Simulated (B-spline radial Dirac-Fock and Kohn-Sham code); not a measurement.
Auger decay of the K hole in Co¹⁸⁺

System: cobalt as Co¹⁸⁺, configuration [He] 2s2 2p5.

The run's input, task.json:

```json
{"items": [{
  "Z": 27,
  "q": 18,
  "cfg": [[1, 0, 2], [2, 0, 2], [2, 1, 5]],
  "A": 59,
  "rrms": 3.7875,
  "do": ["binding", "quiet", "decay"],
  "holes": ["K", "L1"]
}]}
```

Run with: `python xray_run.py task.json out`

The computed values come from a radial B-spline solver: a relativistic independent-particle model: LDA orbitals of the hole state, radiative multipoles to third order, Auger rates from the Coulomb interaction with a continuum orbital, Dirac-Fock energies. Kinetic energies are configuration averages from the vacuum level; the two-hole energies are estimated from single-hole states.

```
transition  kinetic energy (eV)  width (meV)  share (%)
    K-L1L1               5145.4         54.9       10.7
    K-L1L2               5262.7         53.7       10.5
    K-L1L3               5279.0         97.5       19.0
    K-L2L2               5360.7         8.03        1.6
    K-L2L3               5377.0          193       37.5
    K-L3L3               5393.3          107       20.9
```

For K holes below about Z = 40 intermediate coupling redistributes the KLL shares among these jj groups. The listed channels hold 100 % of the non-radiative rate. Summed by principal shells, of 0.514 eV in all: KLL 100.0 %.
